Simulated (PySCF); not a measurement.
# Nuclear quadrupole coupling in [TaOCl4]-

Species: [TaOCl4]- (charge -1 and singlet state).
Structure used (PBE0-D3(BJ)/def2-SVP), in Å, numbered top down from 1:
```xyz
6
Cl4OTa angstrom
Ta    -0.0001   -0.0003    0.1102
O     -0.0015   -0.0075    1.8229
Cl     2.3185    0.0021   -0.4824
Cl    -0.0004    2.3214   -0.4707
Cl    -2.3173    0.0008   -0.4876
Cl     0.0009   -2.3165   -0.4924
```

Field gradients from the PBE0/pcSseg-1 (def2-TZVP on Ta) density (PySCF, non-relativistic but for the core potentials past Kr), principal values in atomic units, ordered |Vxx| ≤ |Vyy| ≤ |Vzz|:

```
atom      Vxx      Vyy      Vzz
  O2   0.1694   0.1696  -0.3389
 Cl3  -0.5155  -0.6566   1.1721
 Cl4  -0.5171  -0.6544   1.1716
 Cl5  -0.5148  -0.6575   1.1723
 Cl6  -0.5156  -0.6565   1.1721
```

**Question.** Find the asymmetry η = (Vxx − Vyy)/Vzz and the couplings χ = eQV/h (234.96 MHz × Q in barn × V in au), with Q(17O) = −0.0256 b, Q(35Cl) = −0.0817 b.

**Answer.** 
| atom | environment | nucleus | η | χzz (MHz) | χxx (MHz) | χyy (MHz) |
| --- | --- | --- | --- | --- | --- | --- |
| O2 | oxygen bonded to Ta | 17O | 0.00 | 2.039 | -1.019 | -1.020 |
| Cl3 | chlorine bonded to Ta | 35Cl | 0.12 | -22.50 | 9.90 | 12.61 |
| Cl4 | chlorine bonded to Ta | 35Cl | 0.12 | -22.49 | 9.93 | 12.56 |
| Cl5 | chlorine bonded to Ta | 35Cl | 0.12 | -22.50 | 9.88 | 12.62 |
| Cl6 | chlorine bonded to Ta | 35Cl | 0.12 | -22.50 | 9.90 | 12.60 |

The gradient is axial or nearly so (η below 0.05) at O2. The tensor is traceless: Vxx + Vyy + Vzz = 0.

**Question.** What is Vzz at Cl6 in SI units (1 au = 9.71736 × 10²¹ V/m²)?

**Answer.** 1.1721 au = 11.389 × 10²¹ V/m².

Geometry: PBE0-D3(BJ)/def2-SVP; no solvent, vibrations or thermal averaging. Atoms past krypton carry effective core potentials; spin–orbit coupling is left out. The pcSseg-1 basis has no diffuse functions, a weakness for an anion. With so small a basis the couplings can be 20 % off.
